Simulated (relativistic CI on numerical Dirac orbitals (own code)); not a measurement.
**Hf XLVII: computed level list**

Method of calculation: Dirac-Coulomb-Breit CI, KLI orbitals optimised for each configuration, a model potential for QED, unscaled Slater integrals (own radial code, finite nucleus).

Configurations in the expansion (outside the closed core [Ne]): 3s2 3p6 3d8, 3s2 3p5 3d9, 3s2 3p4 3d10, 3s 3p6 3d9, 3p6 3d10, 3s 3p5 3d10, 3s2 3p6 3d7 4s, 3s2 3p6 3d7 4p, 3s2 3p4 3d9 4s, 3s2 3p6 3d7 4d, 3s2 3p4 3d9 4p, 3s2 3p5 3d8 4s, 3s2 3p6 3d7 4f, 3s2 3p4 3d9 4d, 3s 3p5 3d9 4s, 3s2 3p5 3d8 4p, 3s 3p5 3d9 4p, 3s2 3p6 3d6 4s2, 3s2 3p5 3d8 4d, 3s 3p5 3d9 4d, 3s 3p6 3d8 4s, 3p6 3d9 4s, 3s2 3p6 3d6 4s 4p, 3s2 3p5 3d8 4f, 3s2 3p6 3d7 5s, 3p6 3d9 4p, 3s 3p6 3d8 4p, 3s2 3p6 3d6 4p2, 3s2 3p6 3d6 4s 4d, 3s2 3p6 3d7 5p, 3s2 3p5 3d7 4s2, 3s2 3p6 3d7 5d, 3p6 3d9 4d, 3s2 3p6 3d6 4p 4d, 3s 3p6 3d8 4d, 3s2 3p6 3d7 5f. Levels of other configurations are missing.

The lowest level is 3s2 3p6 3d8 3F_4, with 87 % of that term; Hund's rules for 3s2 3p6 3d8 give 3F with J = 4, in agreement.

```
No.  Configuration  Term  J   E (eV)    %  Next component (%)
  1    3s2 3p6 3d8    3F  4     0.00   87               12 1G
  2    3s2 3p6 3d8    1D  2     8.78   49               41 3P
  3    3s2 3p6 3d8    3P  0    27.63   53               47 1S
  4    3s2 3p6 3d8    3F  3    56.83  100                    
  5    3s2 3p6 3d8    3P  2    65.98   51               32 3F
  6    3s2 3p6 3d8    3P  1    71.09  100                    
  7    3s2 3p6 3d8    1G  4    71.45   87               12 3F
  8    3s2 3p6 3d8    3F  2   120.52   59               34 1D
  9    3s2 3p6 3d8    1S  0   144.45   52               47 3P
 10    3s2 3p5 3d9   3F°  4   406.56  100                    
 11    3s2 3p5 3d9   1D°  2   415.75   54              36 3P°
 12    3s2 3p5 3d9   3D°  3   430.93   78              13 1F°
 13    3s2 3p5 3d9   1P°  1   441.75   51              42 3P°
 14    3s2 3p5 3d9   3D°  2   478.43   55              18 3F°
 15    3s2 3p5 3d9   3P°  0   485.32  100                    
 16    3s2 3p5 3d9   3D°  1   487.38   46              42 3P°
 17    3s2 3p5 3d9   3F°  3   487.80   56              44 1F°
 18    3s2 3p5 3d9   3P°  2   696.12   49              37 3D°
 19    3s2 3p5 3d9   1F°  3   704.09   43              35 3F°
 20    3s2 3p5 3d9   3F°  2   738.90   74              20 1D°
 21    3s2 3p5 3d9   3D°  1   769.35   47              37 1P°
 22   3s2 3p4 3d10    3P  2   840.92   65               32 1D
 23   3s2 3p4 3d10    1S  0   863.69   63               36 3P
 24     3s 3p6 3d9    3D  3   916.20  100                    
 25     3s 3p6 3d9    3D  2   927.35   56               41 1D
 26     3s 3p6 3d9    3D  1   975.81  100                    
 27     3s 3p6 3d9    1D  2   983.43   53               44 3D
 28   3s2 3p4 3d10    3P  1  1112.81  100                    
 29   3s2 3p4 3d10    1D  2  1127.94   68               29 3P
 30    3s 3p5 3d10   3P°  2  1325.68  100                    
 31    3s 3p5 3d10   1P°  1  1359.51   57              43 3P°
 32   3s2 3p4 3d10    3P  0  1397.86   63               36 1S
 33     3d7(4F) 4s    5F  5  1542.81   61               34 3G
 34     3d7(4F) 4s    3F  4  1546.32   47               19 1G
 35     3d7(2P) 4s    3P  2  1555.95   52               17 5P
 36     3d7(2P) 4s    1P  1  1557.27   31               31 3P
 37     3d7(2D) 4s    3D  3  1562.14   50               25 5P
 38     3d7(2D) 4s    1D  2  1564.21   30               21 3D
 39    3s 3p5 3d10   3P°  0  1599.10  100                    
 40     3d7(4F) 4s    5F  4  1600.17   74               13 3F
 41     3d7(4F) 4s    3F  3  1602.33   46               37 5F
 42     3d7(4F) 4s    5F  5  1607.28   34               31 3G
 43     3d7(2H) 4s    3H  4  1609.27   36               34 3F
 44     3d7(4F) 4s    5F  1  1610.41   30               25 3D
 45     3d7(4P) 4s    5P  2  1610.64   31               18 3D
 46     3d7(4P) 4s    5P  3  1611.51   56               17 3D
 47     3d7(2P) 4s    3P  1  1614.10   45               28 5P
 48     3d7(4P) 4s    3P  2  1614.92   50               13 5F
 49     3d7(2H) 4s    3H  6  1615.56  100                    
 50     3d7(2P) 4s    3P  0  1615.60  100                    
 51     3d7(2H) 4s    1H  5  1617.36   58               42 3H
 52    3s 3p5 3d10   3P°  1  1619.41   57              43 1P°
 53     3d7(2F) 4s    3F  4  1622.43   53               23 3G
 54     3d7(2G) 4s    3G  3  1622.78   43               35 3F
 55     3d7(2F) 4s    3F  2  1627.49   65               17 1D
 56     3d7(2F) 4s    1F  3  1627.52   35               29 3D
 57     3d7(2G) 4p   3F°  4  1632.65   33              31 5D°
 58     3d7(4F) 4p   3G°  5  1634.39   38              16 5F°
 59     3d7(2D) 4s    3D  1  1643.78   88                6 5F
 60     3d7(2D) 4s    3D  2  1644.87   54               35 1D
 61     3d7(2P) 4p   3P°  1  1645.14   31              21 3D°
 62     3d7(2P) 4p   3D°  2  1645.85   30              22 1D°
 63     3d7(2D) 4p   3D°  2  1651.50   28              27 3P°
 64     3d7(2D) 4p   3F°  3  1652.53   27              23 3D°
 65     3d7(4F) 4s    5F  3  1664.89   39               32 3D
 66     3d7(4F) 4s    5F  2  1665.51   47               16 1D
 67     3d7(4F) 4s    3F  2  1669.18   36               31 5P
 68     3d7(2P) 4s    3P  1  1669.34   42               30 5F
 69     3d7(2H) 4s    3H  4  1673.94   54               26 3G
 70     3d7(2G) 4s    3G  5  1673.97   35               31 3H
```

Energies count from the lowest computed level; ° marks odd parity. Percentages are summed over parent terms; the parents shown are those of the largest component, closed shells are left out there.

The mean weight of the leading LS term, summed over parents, in these 70 levels is 58 %, and that of the leading jj configuration (from the same eigenvectors) 98 %, so jj coupling describes them better and the LS labels are nominal.

At this charge energies of transitions that change n are usually good to better than 1 %, and those within a shell (Δn = 0) to a few per cent.

LS names give the leading component of a level, which can be under half, so a name can repeat, a term be missing and a line seem to break the LS rules.
